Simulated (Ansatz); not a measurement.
Basis sets compared for cyclo-(H2GeSe)2 (Ge₂H₄Se₂). Charge 0, multiplicity 1. Geometry PBE-D4/def2-SVP. Ansatz on 4 threads of Intel Xeon 6975P-C on a shared host; times are rough, and most runs start from earlier orbitals.

Cartesian coordinates in Å:
```
Ge 1.481 0.095 0.471
H 2.619 -0.875 0.046
H 2.033 1.179 1.439
Se 0.384 1.066 -1.421
Ge -1.481 -0.095 -0.472
H -2.611 0.881 -0.039
H -2.044 -1.174 -1.439
Se -0.381 -1.076 1.414
```

The 6-31G sets use Cartesian d functions. B3LYP takes the VWN-RPA correlation.

Binding counts from free atoms (Ge triplet, H doublet, Se triplet) in the same basis, without a counterpoise term.

```json
{"level": "PBE-D4/def2-SVP", "functions": "148", "energy (Eh)": "-8957.1600", "HOMO (eV)": "-5.80", "LUMO (eV)": "-2.39", "binding per atom (eV)": "2.80", "wall time": "1.1 s"}
{"level": "PBE-D4/def2-TZVP", "functions": "216", "energy (Eh)": "-8958.2755", "HOMO (eV)": "-5.91", "LUMO (eV)": "-2.57", "binding per atom (eV)": "2.80", "wall time": "1.9 s"}
{"level": "revPBE-D4/def2-TZVP", "functions": "216", "energy (Eh)": "-8958.9238", "HOMO (eV)": "-5.87", "LUMO (eV)": "-2.47", "binding per atom (eV)": "2.73", "wall time": "2 s"}
{"level": "B3LYP-D4/6-31G", "functions": "124", "energy (Eh)": "-8958.3235", "HOMO (eV)": "-6.80", "LUMO (eV)": "-2.13", "binding per atom (eV)": "2.55", "wall time": "2 s"}
{"level": "B3LYP-D4/def2-TZVP", "functions": "216", "energy (Eh)": "-8959.7982", "HOMO (eV)": "-6.80", "LUMO (eV)": "-2.01", "binding per atom (eV)": "2.75", "wall time": "4.6 s"}
{"level": "PBE0-D4/def2-SVP", "functions": "148", "energy (Eh)": "-8957.4272", "HOMO (eV)": "-6.98", "LUMO (eV)": "-1.58", "binding per atom (eV)": "2.77", "wall time": "2.5 s"}
{"level": "PBE0-D4/def2-TZVP", "functions": "216", "energy (Eh)": "-8958.5407", "HOMO (eV)": "-7.04", "LUMO (eV)": "-1.75", "binding per atom (eV)": "2.78", "wall time": "4.6 s"}
```

Q: Estimate the rows for PBE-D4/def2-TZVPD, revPBE-D4/def2-TZVPD, PBE0-D4/def2-TZVPD.

A: 
| level | functions | energy (Eh) | HOMO (eV) | LUMO (eV) | binding per atom (eV) | wall time |
| --- | --- | --- | --- | --- | --- | --- |
| PBE-D4/def2-TZVPD | 258 | -8958.2772 | -5.93 | -2.64 | 2.80 | 3 s |
| revPBE-D4/def2-TZVPD | 258 | -8958.9256 | -5.90 | -2.56 | 2.73 | 3.2 s |
| PBE0-D4/def2-TZVPD | 258 | -8958.5425 | -7.05 | -1.84 | 2.78 | 7 s |
